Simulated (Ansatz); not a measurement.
Geometry optimisation, RKS PBE0/def2-SVP (Ansatz 0.2.0).

Input file:

```yaml
crystal:
  periodic: [false, false, false]
  atoms:
    - { symbol: Ge, position_ang: [0.106605, 0.023444, 0.18655] }
    - { symbol: H, position_ang: [0.458646, -0.065393, 1.665849] }
    - { symbol: F, position_ang: [1.787129, -0.023632, -0.057313] }
    - { symbol: H, position_ang: [-0.532471, 1.247651, -0.467213] }
    - { symbol: Cl, position_ang: [-0.819509, -1.72877, -0.619873] }
basis:
  gaussian: { orbitals: def2-SVP }
hamiltonian:
  xc: pbe0
relax:
  f_tol: 0.03
  max_steps: 50
```

Run as:

```bash
$ ansatz run input.yaml --threads 1 --pin off --max-ram 2048MiB --backend cpu --events-out ev --progress --plain --runs-dir out
```

Task: Where does it end, and by what steps?

Result: The run converged. After 4 steps the energy has fallen by 0.385 eV; H2 moved furthest, 0.27 Å.

| step | energy less start (eV) | largest force component (eV/Å) | accepted |
| --- | --- | --- | --- |
| 0 | 0.0000 | 1.574 | yes |
| 1 | -0.3512 | 0.315 | yes |
| 2 | -0.3823 | 0.207 | yes |
| 3 | -0.3849 | 0.074 | yes |
| 4 | -0.3851 | 0.008 | yes |

```xyz
5
Properties=species:S:1:pos:R:3
Ge 0.186 0.018 0.225
H 0.206 -0.069 1.752
F 1.834 -0.018 -0.310
H -0.462 1.257 -0.397
Cl -0.763 -1.735 -0.562
```

Whether the end is a true minimum wasn't checked by a vibrational analysis.

Run time: 11 s on 1 thread of Intel(R) Xeon(R) Platinum 8488C (Sapphire Rapids) (shared host), peak memory 0.17 GiB.
